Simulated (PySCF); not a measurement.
Delta-SCF ions had no search for a lower state. Excitations are Tamm–Dancoff values on a coarser integration grid. The basis has no diffuse functions, so Rydberg states are missing or too high.

Cartesian coordinates (Å):
```xyz
7

C      1.9717    -0.1877    -0.1770
C      0.7771    -0.1027    -0.0385
Si    -1.0205     0.0112     0.1852
Cl    -1.7946     1.3673    -1.1422
H      3.0281    -0.2607    -0.3020
H     -1.6392    -1.3045    -0.0805
H     -1.3227     0.4771     1.5550
```
Charge 0, spin multiplicity 1.

**Question.** Estimate the S1 excitation (TDA), S1–T1 gap (TDA), total energy, dipole moment and vertical ionisation energy (Delta-SCF) that PBE0-D4/def2-TZVP (PySCF) returns for this input.

**Answer.** 
The S1 excitation (TDA) comes out as 5.86 eV, the S1–T1 gap (TDA) is 1.05 eV and the total energy is -22514.07 eV. The dipole moment comes out as 1.57 D and the vertical ionisation energy (Delta-SCF) is 10.65 eV.
